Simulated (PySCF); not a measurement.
Si(F)2(NCO)(OH) (CHF₂NO₂Si), SMILES O=C=N[Si](O)(F)F. Geometry: PBE0-D3(BJ)/def2-SVP. This is a generated structure with no PubChem entry under its InChIKey; it may be hypothetical. The values are those of a single conformer.

Q: Give the equilibrium geometry at PBE0-D3(BJ)/def2-SVP (PySCF confirms it by a frequency run) as Cartesian coordinates in Å, and its point group. (The exact figures need the calculation; the answer reports its results.)

A: This is not unique; one that fits is point group Cs.
```xyz
8

O      0.0285     3.3006     0.0000
C      0.0091     2.1384     0.0000
N     -0.0158     0.9398     0.0000
Si     0.0027    -0.7399     0.0000
O      1.5455    -1.2488     0.0000
F     -0.7942    -1.2928     1.2757
F     -0.7942    -1.2928    -1.2757
H      1.7218    -2.1943     0.0000
```
